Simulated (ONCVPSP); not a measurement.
## Ranking ONCV potentials for molybdenum (Mo)

All share these settings but for the change named:

- Element: Mo (Z = 42)
- Generator: ONCVPSP 4.0.1
- Type: optimised norm-conserving Vanderbilt (ONCV)
- Functional: PBE
- Relativity: scalar-relativistic
- Frozen core: [Ar] 3d10
- Valence charge: 14
- Reference configuration: 4s2 4p6 4d5 5s0.5 (charge +0.5)
- Partial waves: 4s+5s: rc 1.65 bohr, ncon 4, nbas 8, qcut 8 1/bohr, 2 projectors; 4p: rc 2.00 bohr, ncon 5, nbas 8, qcut 7.9 1/bohr, 3 projectors, debl 0.6 Ha; 4d: rc 1.85 bohr, ncon 4, nbas 9, qcut 7.3 1/bohr, 2 projectors, debl 2.4 Ha; f scattering state at 0.02 Ha: rc 1.85 bohr, ncon 4, nbas 7, qcut 5.9 1/bohr, 2 projectors, debl 3.8 Ha
- Local potential: polynomial inside 1.20 bohr (lpopt 5, dvloc0 6 Ha)
- Core correction: none

In the p channel the program set the typed energies aside and used -1.533, 0.250, 0.850 Ha.

Test errors are all-electron minus pseudo excitation energies from the reference, over 4s2 4p6 4d5 5s1; 4s2 4p6 4d5 5s0; 4s2 4p6 4d4 5s0; 4s2 4p6 4d6 5s0. None of these files shows a bound ghost.

The base gives 1.8 meV.

Of 7 variants that were run, those that failed, showed a ghost or another fault, or gave nearly equal values are left out.

A variant can come out equal or close to the base, since the largest error may sit in a test that the change hardly touches while other tests move.

(1) Rank these variants by their largest absolute test error, smallest first.
A. d: qcut 7.8
B. d: qcut 6.9
C. d: qcut 5.7

## Answers

(1) C (1.4 meV), A (1.8 meV), B (3.7 meV).
